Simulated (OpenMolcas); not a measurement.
**Mo2+: effect of the basis set**

- Program: OpenMolcas 26.06
- Method: MS-CASPT2, IPEA 0.25 Eh, imaginary shift 0.1 Eh (closed shells correlated: 4s 4p)
- Active space: 4 electrons in 10 orbitals (4d 5d)
- State averaging: 2S+1 = 5 even, 5 roots; 2S+1 = 3 even, 45 roots; 2S+1 = 1 even, 49 roots
- Spin-orbit coupling: state interaction with AMFI integrals over the reference wave functions, term energies averaged over their components

A. ANO-R2 [7s5p4d2f1g], X2C, finite nucleus; CASPT2 step of the order of 23 core-minutes
B. ANO-RCC-VTZP [7s6p4d2f1g], DKH2, point nucleus; CASPT2 step about 11 core-minutes
C. ANO-RCC-VQZP [8s7p5d3f2g1h], DKH2, point nucleus; CASPT2 step of the order of 21 core-minutes

Energies in cm⁻¹ above 4d⁴ ⁵D₀, the measured ground level; measured values from Sugar and Musgrove, J. Phys. Chem. Ref. Data 17, 155 (1988).

```
     Level      A      B      C  Measured
   4d⁴ ⁵D₀    0.0    0.0    0.0       0.0
   4d⁴ ⁵D₁    241    237    243       242
   4d⁴ ⁵D₂    670    660    672       668
   4d⁴ ⁵D₃   1232   1217   1232      1224
   4d⁴ ⁵D₄   1892   1872   1888      1872
4d⁴ ³P₀(1)  11670  11920  11370     11149
4d⁴ ³P₁(1)  12910  13140  12610     12510
   4d⁴ ³H₄  13520  13700  13060     12680
   4d⁴ ³H₅  14110  14280  13650     13276
   4d⁴ ³H₆  14660  14820  14190     13811
4d⁴ ³F₂(1)  14720  14930  14380     13929
4d⁴ ³F₃(1)  14750  14960  14410     13948
4d⁴ ³P₂(1)  14780  15010  14480     14358
4d⁴ ³F₄(1)  15080  15280  14740     14296
   4d⁴ ³G₃  16780  16990  16410     15871
   4d⁴ ³G₄  17250  17450  16860     16283
   4d⁴ ³G₅  17680  17880  17290     16714
   4d⁴ ³D₃  20460  20680  20140     19488
   4d⁴ ³D₂  20550  20780  20220     19577
   4d⁴ ³D₁  20850  21070  20530          
   4d⁴ ¹I₆  21280  21540  20650     20290
4d⁴ ¹G₄(1)  22150  22380  21640     20612
   4d⁴ ¹S₀  24220  24460  23840     22990
4d⁴ ¹D₂(1)  24630  25010  24170     22806
```

Deviations, from unrounded energies. A percentage is the sum of absolute deviations over the sum of measured energies, with the sign that they share, or ± where signs differ.

```csv
Against measurement,Levels,A,B,C
mean absolute deviation (cm-1),22,760,940,430
fine structure of the ground term (%),4,±0.7,-0.5,+0.7
other terms of the ground configuration (%),18,+5.6,+7.0,+3.2
```

C lies closest to measurement on these levels and B furthest from it. The largest miss of C in the table is 4d⁴ ¹D₂(1), by +1400 cm-1. The ranking rests on the paired levels alone, and a cruder setting can come out closer through cancelling errors.

Among A to C the level of the table that moves most is 4d⁴ ¹I₆, by 890 cm-1 (lowest in C, highest in B). Moves below CASPT2's spread within the term are not significant.

CASPT2 breaks the degeneracy within a term, and the mean is taken; among the terms shown or strongly mixed into the levels shown the widest spread is 970 cm-1 (4d⁴ ¹I, A). Active for correlation alone: 5d; no level in the range computed is led by a configuration that fills it, so any true level of that kind is missing. The CASPT2 spread within a term exceeds the gap to the next term for 4d⁴ ³D and 4d⁴ ¹I, 4d⁴ ¹I and 4d⁴ ¹G(1), so the order of their levels is uncertain (figures for A; the like holds for B, C). Some levels mix across a computed gap that differs much from the measured one, so their mixing is not that of the real levels (holds for A; B). Computed and measured levels are paired by configuration, term and J; levels that our copy of the source lacks, or whose pairing is in doubt (as where it misses far off the trend of its configuration), stay unpaired and out of the deviations. Levels of configurations outside the active space are missing. Levels that lie high or do not pair safely by name in every column are left out.

A number in round brackets counts repeated terms of one configuration in the order of the reference energies.
